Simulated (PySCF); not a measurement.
C8H10S, SMILES C(Cc1sccc1)C=C, GFN2-xTB optimised geometry.

```
19

C     -1.37    -3.26     3.25
C     -1.34    -2.19     2.49
C     -2.30    -1.92     1.38
C     -1.58    -1.79     0.03
C     -0.65    -0.63     0.00
C      0.71    -0.63     0.00
C      1.27     0.67     0.00
C      0.33     1.64     0.00
S     -1.27     0.99     0.00
H     -0.65    -3.42     4.04
H     -2.11    -4.03     3.13
H     -0.58    -1.43     2.64
H     -2.83    -0.98     1.58
H     -3.04    -2.72     1.32
H     -1.01    -2.71    -0.16
H     -2.33    -1.68    -0.76
H      1.30    -1.53     0.00
H      2.33     0.86     0.00
H      0.46     2.71     0.01
```

Density from CAM-B3LYP/def2-SVP (PySCF 2.14.0) at that geometry.

Minimum of the electron density along straight lines between bonded atoms, close to the bond critical point (lines longer than 1.1 times the sum of covalent radii, or with two minima, are not listed):

| bond | length / Å | ρ at the minimum / e bohr⁻³ | ∇²ρ there / e bohr⁻⁵ | position (fraction from the first atom) |
|---|---|---|---|---|
| C1–C2 | 1.319 | 0.350 | -0.96 | 0.50 |
| C2–C3 | 1.495 | 0.261 | -0.64 | 0.51 |
| C3–C4 | 1.540 | [?] | [?] | 0.50 |
| C4–C5 | 1.489 | 0.261 | -0.63 | 0.48 |
| C5–C6 | 1.359 | 0.326 | -0.83 | 0.51 |
| C6–C7 | 1.415 | 0.297 | -0.75 | 0.50 |
| C7–C8 | 1.355 | 0.327 | -0.84 | 0.49 |
| C5–S9 | 1.737 | 0.212 | [?] | 0.47 |
| C8–S9 | 1.721 | 0.217 | -0.48 | 0.47 |
| C1–H10 | 1.077 | 0.283 | -1.09 | 0.64 |
| C1–H11 | 1.078 | 0.282 | -1.08 | 0.63 |
| C2–H12 | 1.082 | 0.283 | -1.09 | 0.64 |
| C3–H13 | 1.094 | 0.275 | -1.01 | 0.63 |
| C3–H14 | 1.091 | 0.277 | -1.02 | 0.63 |
| C4–H15 | 1.092 | 0.277 | -1.03 | 0.63 |
| C4–H16 | 1.093 | 0.276 | -1.02 | 0.63 |
| C6–H17 | 1.076 | 0.283 | -1.09 | 0.63 |
| C7–H18 | 1.075 | 0.284 | -1.10 | 0.64 |
| C8–H19 | 1.072 | 0.286 | -1.13 | 0.65 |

Q: What belongs in the gaps?

A: 
- C3–C4, ρ at the minimum / e bohr⁻³: 0.238
- C3–C4, ∇²ρ there / e bohr⁻⁵: -0.54
- C5–S9, ∇²ρ there / e bohr⁻⁵: -0.44
